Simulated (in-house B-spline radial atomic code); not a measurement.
The antimony ion Sb⁺ is squeezed into an impenetrable sphere of radius R (the orbitals vanish at R). No spin polarisation. Caution: exact exchange at fractional occupations of open shells leaves self-interaction of up to several eV. All numbers are computed (non-relativistic B3LYP, spherical fractional occupations; point nucleus) with a radial B-spline atomic code at the basis-set limit, not measured.

Energies in eV above the free ion in [Kr] 4d10 5s2 5p2:

```
R (bohr)  highest level (eV)  [Kr] 4d10 5s2 5p2  [Kr] 4d10 5s1 5p2 5f1  [Kr] 4d10 5s2 5p1 5d1  -dE/dV in [Kr] 4d10 5s2 5p2 (GPa)
    9.83               -11.9           0.001148                  27.09                  9.019                            0.00166
    6.42               -11.6             0.2444                  36.48                  10.43                              0.778
    5.47               -10.9              1.034                  42.68                  12.41                                4.5
    4.17                -7.1              7.517                  62.21                  22.64                               57.6
    3.73               -3.68              14.98                  76.86                  32.56                                147
    3.16                5.21               38.1                    113                  60.64                                558
    2.43                  38              145.4                  246.5                  179.3                               4290
    2.16                66.8              256.7                  370.3                  296.7                              10500
    1.76                 157              667.2                  797.1                  716.8                              47800
    1.32                 442               2351                   2461                   2403                             364000
```

Task: Does [Kr] 4d10 5s1 5p2 5f1 fall below [Kr] 4d10 5s2 5p2 under compression?

Result: No, it stays above over the whole range.

Task: Does [Kr] 4d10 5s2 5p1 5d1 fall below [Kr] 4d10 5s2 5p2 under compression?

Result: No, it stays above over the whole range.

The highest level is first positive in the row R = 3.16 bohr, pushed up by confinement above the zero of the free ion's potential. Each configuration is held fixed and needn't be the lowest in the sphere.
